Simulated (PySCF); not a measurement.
Stepwise substitution at one centre (Al Cl-OH). All species are isolated molecules in the gas phase. One relaxed conformer stands for each flexible species; it need not be the lowest. Strings in code marks are SMILES.

Quantity: vertical ionisation energy (energy after one electron is removed minus that of the parent at the parent's geometry), in eV.

Case: `[OH][Al]([OH])[Cl]` (H–O–Al–Cl torsion 0°, Cl–Al–O–H torsion 180°). Geometry of `[OH][Al]([OH])[Cl]` (neutral, multiplicity 1, Å):

```xyz
6

O      1.2457    -0.7348     0.0083
Al    -0.0782     0.3125    -0.0066
O     -1.6493    -0.2937     0.0179
Cl     0.1707     2.3870    -0.0556
H      2.1572    -0.4395    -0.0045
H     -1.8461    -1.2314     0.0405
```

Q: What is the computed vertical ionisation energy (energy after one electron is removed minus that of the parent at the parent's geometry) (B3LYP/6-31G* // B3LYP-D3(BJ)/def2-TZVP (PySCF))?

A: 11.21 eV.
